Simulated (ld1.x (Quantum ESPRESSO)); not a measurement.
# silicon: one change to an ultrasoft potential, before and after

silicon, ultrasoft, made with ld1.x (Quantum ESPRESSO) 7.5 (PBE, non-relativistic). Core [Ne], reference 3s1.5 3p2.5. Waves: 3s (bound): rcut 1.85, rcutus 2.15 bohr; 3s channel at 0.3 Ry: rcut 1.85, rcutus 2.15 bohr; 3p (bound): rcut 1.85, rcutus 2.15 bohr; 3p channel at 0.75 Ry: rcut 1.85, rcutus 2.15 bohr; 3d channel at -0.05 Ry: rcut 1.70, rcutus 1.95 bohr; 3d channel at 0.8 Ry: rcut 1.70, rcutus 1.95 bohr. Local part: all-electron potential smoothed inside 1.85 bohr (lloc = -1). Core correction: Bessel-smoothed model core inside 1.65 bohr. Augmentation charge: built from norm-conserving waves at rcut, not smoothed further.

Change: waves 3p (bound): rcut 1.85, rcutus 3.00 bohr; 3p channel at 0.75 Ry: rcut 1.85, rcutus 3.00 bohr.

Cutoffs: the cutoffs (Ry, on a coarse ladder) from which the occupation-weighted sum of valence levels, in a spherical-Bessel basis at the reference potential, stays within 10 and 1 mRy of its value at 400 Ry; they do not see the model core or the augmentation charge, which bear on the density cutoff. Errors are all-electron minus pseudo energies relative to the spin-unpolarised reference configuration.

Problem. How do hardness, ghosts and transferability respond?

Solution. The potential gets softer (8 Ry and 15 Ry → 6 Ry and 8 Ry); of the 7 tests that both files solve, the error grows in 1 and shrinks in 0 by more than 15 % and 0.3 meV (median size 0.4 → 0.5 meV); neither file shows a bound ghost. A larger radius leaves more room for a smooth pseudo-wave, so fewer plane waves are needed.

| quantity | base | changed |
| --- | --- | --- |
| cutoff, loose | 8 Ry | 6 Ry |
| cutoff, tight | 15 Ry | 8 Ry |
| bound ghosts | none | none |
| error for 3s2 3p2, meV [ΔE -3.36 eV] | -0.3 | -0.2 |
| error for 3s2 3p1, meV [ΔE 4.39 eV] | 0.0 | 0.0 |
| error for 3s2 3p0, meV [ΔE 20.40 eV] | +8.7 | +8.7 |
| error for 3s1 3p2, meV [ΔE 11.76 eV] | +1.4 | +2.0 |
| error for 3s2 3p1.5, meV [ΔE -0.43 eV] | -0.4 | -0.5 |
| error for 3s2 3p2.3, meV [ΔE -4.29 eV] | -0.2 | -0.1 |
| error for 3s1 3p0, meV [ΔE 54.30 eV] | +81 | +81 |
| lowest overlap eigenvalue by channel | s 0.42, p 0.78, d 0.96 | s 0.42, p 0.20, d 0.96 |
